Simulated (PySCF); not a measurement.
# Atomic charges against the basis set

Species: C6H4N2.
Structure used (PBE0-D3(BJ)/def2-SVP), in Å, numbered top down from 1:
```xyz
12
C6H4N2 angstrom
N      3.4531    0.8181   -0.2160
C      2.3422    0.4882   -0.1924
C      0.9722    0.0787   -0.1633
C     -0.0647    1.0209   -0.1468
C     -1.3734    0.5583   -0.1182
C     -1.5933   -0.8200   -0.1072
N     -0.6140   -1.7208   -0.1229
C      0.6368   -1.2862   -0.1503
H      0.1629    2.0887   -0.1563
H     -2.2150    1.2531   -0.1043
H     -2.6160   -1.2132   -0.0844
H      1.4315   -2.0400   -0.1630
```

PBE0 throughout (PySCF), one geometry, spherical d and f functions. Geometry: PBE0-D3(BJ)/def2-SVP; no solvent, vibrations or thermal averaging. The first 7 of 12 kinds of atom are listed.

Mulliken charges (e):

```
        basis  functions      N1      C2      C3      C4      C5      C6      N7
       STO-3G         44  -0.177  +0.075  -0.013  -0.059  -0.082  +0.018  -0.223
     pcSseg-0         80  -0.327  +0.130  -0.243  -0.044  -0.312  +0.120  -0.650
        6-31G         80  -0.251  +0.006  +0.014  -0.076  -0.186  +0.005  -0.391
       6-31G*        120  -0.344  +0.149  +0.025  -0.111  -0.199  +0.017  -0.378
      cc-pVDZ        132  -0.118  -0.037  -0.125  +0.118  -0.067  +0.126  -0.218
     def2-SVP        132  +0.005  -0.061  -0.216  +0.100  -0.055  +0.063  -0.158
     pcSseg-1        156  -0.234  +0.149  -0.368  +0.109  -0.175  +0.161  -0.407
  aug-cc-pVDZ        220  -0.292  -0.530  +1.830  +0.597  +0.635  +0.119  -0.440
6-311+G(2d,p)        240  -0.259  -0.615  +1.224  -0.213  +0.009  -0.055  -0.259
    def2-TZVP        272  +0.011  -0.259  +0.276  -0.209  -0.072  -0.042  -0.189
      cc-pVTZ        296  -0.104  -0.065  +0.062  -0.093  -0.121  -0.038  -0.151
     IGLO-III        320  -0.292  +0.006  +0.221  -0.088  -0.061  +0.048  -0.340
```

IAO charges (e):

| basis | functions | N1 | C2 | C3 | C4 | C5 | C6 | N7 |
| --- | --- | --- | --- | --- | --- | --- | --- | --- |
| STO-3G | 44 | -0.140 | +0.077 | -0.065 | -0.101 | -0.144 | -0.043 | -0.167 |
| pcSseg-0 | 80 | -0.212 | +0.127 | -0.077 | -0.100 | -0.171 | -0.009 | -0.242 |
| 6-31G | 80 | -0.214 | +0.123 | -0.062 | -0.107 | -0.169 | -0.018 | -0.244 |
| 6-31G* | 120 | -0.223 | +0.131 | -0.072 | -0.096 | -0.168 | +0.009 | -0.261 |
| cc-pVDZ | 132 | -0.216 | +0.126 | -0.071 | -0.100 | -0.171 | +0.006 | -0.256 |
| def2-SVP | 132 | -0.214 | +0.126 | -0.073 | -0.096 | -0.168 | +0.009 | -0.255 |
| pcSseg-1 | 156 | -0.225 | +0.134 | -0.075 | -0.099 | -0.173 | +0.008 | -0.262 |
| aug-cc-pVDZ | 220 | -0.231 | +0.136 | -0.072 | -0.100 | -0.175 | +0.007 | -0.267 |
| 6-311+G(2d,p) | 240 | -0.233 | +0.138 | -0.074 | -0.100 | -0.175 | +0.009 | -0.268 |
| def2-TZVP | 272 | -0.232 | +0.137 | -0.073 | -0.100 | -0.175 | +0.009 | -0.267 |
| cc-pVTZ | 296 | -0.230 | +0.136 | -0.073 | -0.101 | -0.175 | +0.008 | -0.265 |
| IGLO-III | 320 | -0.233 | +0.138 | -0.074 | -0.100 | -0.176 | +0.008 | -0.268 |

Hirshfeld charges (e):

```tsv
basis	functions	N1	C2	C3	C4	C5	C6	N7
STO-3G	44	-0.158	+0.038	+0.023	+0.002	-0.018	+0.052	-0.160
pcSseg-0	80	-0.195	+0.064	+0.009	-0.011	-0.038	+0.035	-0.144
6-31G	80	-0.200	+0.066	+0.014	-0.011	-0.039	+0.033	-0.162
6-31G*	120	-0.212	+0.070	+0.014	-0.008	-0.039	+0.036	-0.160
cc-pVDZ	132	-0.200	+0.066	+0.007	-0.011	-0.041	+0.032	-0.138
def2-SVP	132	-0.205	+0.074	+0.007	-0.011	-0.041	+0.035	-0.144
pcSseg-1	156	-0.208	+0.076	+0.004	-0.012	-0.041	+0.034	-0.150
aug-cc-pVDZ	220	-0.211	+0.074	+0.004	-0.013	-0.044	+0.031	-0.153
6-311+G(2d,p)	240	-0.214	+0.074	+0.002	-0.011	-0.042	+0.032	-0.156
def2-TZVP	272	-0.214	+0.075	+0.005	-0.012	-0.043	+0.032	-0.152
cc-pVTZ	296	-0.212	+0.074	+0.006	-0.012	-0.043	+0.032	-0.148
IGLO-III	320	-0.213	+0.075	+0.005	-0.012	-0.043	+0.031	-0.153
```

Which scheme is steadiest as the basis changes?

Largest range over the bases for any column: Hirshfeld 0.06 e, IAO 0.10 e, Mulliken 2.20 e. Hirshfeld charges move least and Mulliken charges most, counted in e. Without the minimal STO-3G basis the ranges are Hirshfeld 0.02, IAO 0.03, Mulliken 2.20 e.

How much do the charges still move between the two largest bases, cc-pVTZ and IGLO-III?

At most, over all atoms: Mulliken 0.190 e, IAO 0.003 e, Hirshfeld 0.004 e.

What do the same runs give for the total energy, the frontier levels and the dipole moment?

| basis | energy (Eh) | HOMO (eV) | LUMO (eV) | μ (D) |
| --- | --- | --- | --- | --- |
| STO-3G | -335.8785 | -5.49 | 0.63 | 3.06 |
| pcSseg-0 | -339.3498 | -7.84 | -2.08 | 3.95 |
| 6-31G | -340.0223 | -7.69 | -1.74 | 3.88 |
| 6-31G* | -340.1210 | -7.89 | -1.70 | 3.88 |
| cc-pVDZ | -340.1513 | -7.94 | -1.81 | 3.76 |
| def2-SVP | -339.8764 | -7.98 | -1.92 | 3.80 |
| pcSseg-1 | -340.0833 | -8.16 | -2.04 | 3.95 |
| aug-cc-pVDZ | -340.1670 | -8.14 | -2.03 | 4.02 |
| 6-311+G(2d,p) | -340.2155 | -8.19 | -2.05 | 4.06 |
| def2-TZVP | -340.2444 | -8.13 | -2.01 | 4.02 |
| cc-pVTZ | -340.2344 | -8.10 | -1.96 | 3.97 |
| IGLO-III | -340.2485 | -8.18 | -2.05 | 4.03 |

The dipole is fixed by the density alone, so its range of 1.00 D shows that the density itself changes with the basis, not only its division among atoms.
